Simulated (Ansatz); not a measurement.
A run on `OC1([TeH])NB1Cl` with other settings.

```yaml
crystal:
  periodic: [false, false, false]
  atoms:
    - {symbol: O, position_ang: [-0.192385, -1.262074, 0.820274]}
    - {symbol: C, position_ang: [-0.152130, -0.204411, -0.006342]}
    - {symbol: Te, position_ang: [0.793068, -0.660769, -2.048000]}
    - {symbol: N, position_ang: [0.534895, 1.107940, 0.552157]}
    - {symbol: B, position_ang: [-1.008425, 1.165091, 0.039492]}
    - {symbol: Cl, position_ang: [-2.428177, 2.143423, 0.020925]}
    - {symbol: H, position_ang: [-0.663515, -1.964530, 0.368851]}
    - {symbol: H, position_ang: [2.150324, -1.424062, -1.314576]}
    - {symbol: H, position_ang: [1.113089, 1.402023, 1.234017]}
basis:
  gaussian: {orbitals: def2-mTZVPP}
hamiltonian: {xc: {name: wB97M-V}}
scf: {lower_state_search: light}
output: {forces: true}
```

```sh
$ ansatz run in.yaml --threads 4 --pin off --events-out ev --progress --plain --max-ram 10444MiB
```

Output, abridged:

```
Functional definition: wB97M-V
1579 factors; integrals over basis functions are off by at most 1.1e-3 eV
371 factors; integrals over basis functions are off by at most 1.5e-5 eV
mean field evaluation 1: about -25105.9593 eV, gradient 5.7e1 eV
mean field evaluation 2: about -25101.2791 eV, gradient 7.4e1 eV
mean field evaluation 4: about -25112.3674 eV, gradient 4.0e0 eV
mean field evaluation 8: about -25112.4897 eV, gradient 3.2e-1 eV
mean field evaluation 16: about -25112.4903 eV, gradient 9.5e-4 eV
mean field -25112.49033680 eV, -922.8669980202 hartree, gradient 6.4e-5 eV, S^2 0.000000; 0 other end points of the search recorded, 0 dependent functions left out
reference -25112.49038578 eV, -922.8669998199 hartree; 35, 35 occupied and 129, 129 virtual orbitals, 1579 factors
Total energy: -25112.49038578 eV, -922.8669998199 hartree
Atom 0 at    -0.192385    -1.262074     0.820274 Å, force    -0.240376    -0.427124     0.770214 eV/Å
Atom 1 at    -0.152130    -0.204411    -0.006342 Å, force     1.759082     3.767026    -0.959180 eV/Å
Atom 2 at     0.793068    -0.660769    -2.048000 Å, force     0.327695    -0.620788     1.170499 eV/Å
Atom 3 at     0.534895     1.107940     0.552157 Å, force    -9.215525    -2.121436    -5.836705 eV/Å
Atom 4 at    -1.008425     1.165091     0.039492 Å, force     5.678610    -1.119334     2.394045 eV/Å
Atom 5 at    -2.428177     2.143423     0.020925 Å, force     0.327511    -0.207159    -0.087089 eV/Å
Atom 6 at    -0.663515    -1.964530     0.368851 Å, force    -0.132994    -0.384048    -0.088739 eV/Å
Atom 7 at     2.150324    -1.424062    -1.314576 Å, force    -0.820624     0.487473    -0.427666 eV/Å
Atom 8 at     1.113089     1.402023     1.234017 Å, force     2.316622     0.625390     3.064622 eV/Å
Dipole moment:    -0.193754    -0.035975     0.168613 e Å
```

It took 11 s on 4 threads of an Arm Neoverse V2 on a shared host, with 0.63 GiB of host memory at the peak.
